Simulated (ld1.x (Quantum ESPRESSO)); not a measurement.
**Transferability test, ultrasoft potential for carbon**

ld1.x (Quantum ESPRESSO) 7.5 input, shortened:

```
&input
   title='C', zed=6., rel=1, dft='PZ', iswitch=3,
   config='[He] 2s1.5 2p2.5 3d-2'
 /
 &inputp
   pseudotype=3, tm=.true., lloc=-2, rcloc=1.45,
   nlcc=.false.,
   which_augfun='PSQ', rmatch_augfun=0.95
 /
5
2S  1  0   1.50   0.00  0.90  1.25  0.0
2S  1  0   0.00  -0.35  0.90  1.25  0.0
2P  2  1   2.50   0.00  1.40  1.90  0.0
2P  2  1   0.00  -0.05  1.40  1.90  0.0
3D  3  2  -2.00   0.30  1.40  1.50  0.0
 &test
   configts(1)='2s1.5 2p2.5'
 /
```

Energies are relative to the spin-unpolarised reference configuration 2s1.5 2p2.5; without spin polarisation the order of configurations can differ from experiment. Spin-polarised rows fill each open shell by Hund’s rule, majority spin first.

| valence configuration | charge | ΔE all-electron (eV) | error AE − PS (meV) |
| --- | --- | --- | --- |
| 2s2 2p2 | 0 | -4.116 | +2.2 |
| 2s2 2p1 | +1 | 6.871 | +11 |
| 2s2 2p0 | +2 | 31.131 | +93 |
| 2s2 2p2.3 | -0.3 | -5.315 | +1.7 |
| 2s1 2p3 | 0 | 4.125 | +2.2 |
| 2s2 2p1.5 | +0.5 | -0.088 | +4.4 |
| 2s1 2p2 | +1 | 15.366 | +1.1 |
| 2s1.5 2p2.5 (spin-polarised) | 0 | -2.722 | +273 |

(1) What are ΔE and the potential's error for 2s2 2p2 (spin-polarised)?

Answers

(1) ΔE = -5.245 eV all-electron; the error (AE − PS) is +125 meV.
